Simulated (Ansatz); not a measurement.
Geometry optimisation, RKS BLYP-D4/def2-SVP (Ansatz 0.2.0).

Input file:

```yaml
crystal:
  periodic: [false, false, false]
  atoms:
    - { symbol: Zr, position_ang: [-0.044091, 0.201019, -0.100921] }
    - { symbol: Cl, position_ang: [-0.071505, 0.274676, 2.382471] }
    - { symbol: Cl, position_ang: [2.075036, 0.521465, -1.06338] }
    - { symbol: F, position_ang: [-1.03032, 1.737621, -0.611797] }
    - { symbol: Cl, position_ang: [-1.240084, -1.604996, -1.036574] }
    - { symbol: O, position_ang: [1.427675, -2.376216, 1.225231] }
    - { symbol: H, position_ang: [0.798566, -3.108826, 1.06537] }
    - { symbol: H, position_ang: [1.114123, -1.987543, 2.083999] }
basis:
  gaussian: { orbitals: def2-SVP }
hamiltonian:
  xc: blyp
  dispersion: d4
relax:
  f_tol: 0.03
  max_steps: 50
```

Run as:

```bash
$ ansatz run input.yaml --threads 4 --pin off --max-ram 5120MiB --backend cpu --events-out ev --progress --plain --runs-dir out
```

Q: Where does it end, and by what steps?

A: The run converged. The force dipped under the threshold on the way, but the program's further checks kept it going. After 10 steps the energy has fallen by 0.541 eV; O6 moved furthest, 0.54 Å. Joined: Zr1–O6 (3.25 → 2.39 Å).

```csv
step,energy less start (eV),largest force component (eV/Å),accepted
0,0.0000,1.302,yes
1,-0.1691,0.995,yes
2,-0.3342,1.412,yes
3,-0.4495,1.718,yes
4,-0.5098,0.759,yes
5,-0.5143,0.494,yes
6,-0.5308,0.242,yes
7,-0.5395,0.027,yes
8,-0.5404,0.042,yes
9,-0.5407,0.035,yes
10,-0.5408,0.003,yes
```

```xyz
8
Properties=species:S:1:pos:R:3
Zr 0.102 -0.041 0.089
Cl -0.019 0.442 2.440
Cl 2.177 0.441 -0.939
F -0.963 1.422 -0.515
Cl -1.175 -1.797 -0.941
O 1.105 -1.991 1.039
H 0.686 -2.829 0.753
H 1.116 -1.990 2.019
```

Run time: 23 s on 4 threads of Arm Neoverse V1, on a shared host, peak memory 0.19 GiB.
